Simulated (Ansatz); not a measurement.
FGaH2 (SMILES [F][GaH2]) moved off its minimum; all values from Ansatz (an electronic-structure program), cores frozen in correlated methods.
(charge 0, multiplicity 1)
```xyz
4

Ga    -0.2188    -0.2818     0.1653
H      0.6106    -1.1381     1.1891
H     -1.5813    -0.5888    -0.6528
F      0.5531     1.1945    -0.3826
```

**Question.** Give the forces (eV/Å), the total energy and the dipole at CCSD(T)/aug-cc-pVTZ.

**Answer.** 
| atom | Fx | Fy | Fz |
|---|---|---|---|
| Ga1 | -0.560 | -0.576 | -0.500 |
| H2 | -0.073 | 0.040 | 0.104 |
| H3 | 0.416 | 0.090 | 0.434 |
| F4 | 0.217 | 0.446 | -0.037 |
Energy -2024.3307 hartree, dipole 2.25 D.
